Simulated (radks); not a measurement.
Results of a calculation; reference values are marked as such.
Q: These are the eigenvalues of the occupied orbitals of an atom or ion with whole-number occupations (eV). Level of theory: scalar-relativistic Kohn-Sham, r2SCAN, spin-polarised, spherical densities, finite nucleus; meta-GGA in the generalised Kohn-Sham scheme; Fermi nuclear charge, rms radius of each element as measured or else 0.836 A^(1/3) + 0.57 fm (a radial shooting solver on a logarithmic mesh with Libxc functionals).

orbital  eigenvalue
1s down   -25397.01
1s up     -25397.00
2s up     -3768.489
2s down   -3768.200
2p up     -3379.134
2p down   -3378.921
3s up     -710.9676
3s down   -710.8998
3p up     -582.0712
3p down   -581.9713
3d up     -379.3348
3d down   -379.1183
4s up     -115.4941
4s down   -114.4977
4p up      -78.0239
4p down    -76.9925
4d up      -24.3726
4d down    -23.3722
5d up       -4.1004

Which element is it, and in what charge state? The configuration may be excited. Open shells, if any, are filled with parallel spins first.

A: Z = 47, silver, charge +1: Ag+ in [Kr] 4d9 5d1. The list shows which subshells hold electrons but not how many an open one holds; the 1s level, -933.32 hartree, gives Z - s = 43.2 by -(Z - s)^2/2, which with screening and relativity narrows Z to a few neighbours, and the depths of the outer levels then fix element, charge and occupations together.
